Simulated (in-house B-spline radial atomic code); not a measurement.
N⁺: [He] 2s2 2p1 5d1 (an excited or competing configuration)

All numbers are computed (Dirac-Hartree-Fock, average of configuration; Fermi nucleus of rms radius 2.5582 fm) with an all-electron radial atomic-structure program (B-spline basis), not measured.

Z_r = [3n² - l(l+1)]/(2<r>); Z_e = n√(-2ε); the last column is Slater's effective charge. Values are occupation-weighted means over j.

```json
{"shell": "1s", "electrons": "2", "ε (eV)": "-463.82", "<r> (bohr)": "0.2275", "Z_r": "6.59", "Z_e": "5.84", "Slater": "6.70"}
{"shell": "2s", "electrons": "2", "ε (eV)": "-54.168", "<r> (bohr)": "1.179", "Z_r": "5.09", "Z_e": "3.99", "Slater": "4.60"}
{"shell": "2p", "electrons": "1", "ε (eV)": "-45.514", "<r> (bohr)": "1.121", "Z_r": "4.46", "Z_e": "3.66", "Slater": "4.60"}
{"shell": "5d", "electrons": "1", "ε (eV)": "-2.2241", "<r> (bohr)": "16.81", "Z_r": "2.05", "Z_e": "2.02", "Slater": "2.00"}
```

The least bound orbital is 5d5/2 at -2.224 eV, and it is also the most diffuse (<r> = 16.81 bohr).

Spin-orbit splittings of the orbital energies (j = l + 1/2 above j = l - 1/2 when positive): 2p 0.02598 eV, 5d 2.088e-05 eV.

For the 1s electron the small component carries 0.0592 % of the norm, the zero-frequency Breit interaction raises the level by 0.1151 eV, self-energy by 0.03978 eV, and vacuum polarisation lowers it by 0.001847 eV.
